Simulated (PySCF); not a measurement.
A small calculation by hand: entropy of an ideal gas

HgI, SMILES [I][Hg+], charge +1.

Geometry optimised at B3LYP-D3(BJ)/def2-TZVP. The spin state was assumed, not searched. The def2 effective core potentials stand for the cores of Hg, I; spin–orbit coupling is left out.

B3LYP-D3(BJ)/def2-TZVP (PySCF) gives the harmonic wavenumbers 179 cm⁻¹ and the rotational temperature 0.0462 K. The molar mass is 327.50 g/mol, the symmetry number 1, the spin multiplicity 1.

Question: Work out the entropy at 298.15 K and 1 atm in the rigid-rotor, harmonic-oscillator model.

Answer: 
Translation (Sackur–Tetrode at 1 atm): S = R[1.5 ln M + 2.5 ln T − 1.16487] = 181.0 J/(mol K).
Rotation: q = T/(σ θ) = 6450, S = R[ln q + 1] = 81.3 J/(mol K).
Vibration: with u = 1.4388 ν/T, each mode gives R[u/(e^u − 1) − ln(1 − e^−u)]:
| ν (cm⁻¹) | modes | u | S (J/(mol K)) |
|---|---|---|---|
| 179 | 1 | 0.86 | 9.79 |
These are all the modes. Sum 9.8 J/(mol K).
Spin: R ln 1 = 0.0 J/(mol K).
Total 272.0 J/(mol K); the program's own thermochemistry gives 272.0. Translation makes up 67 % and vibration 4 %. Anharmonicity, hindered rotation and orbital degeneracy are left out.
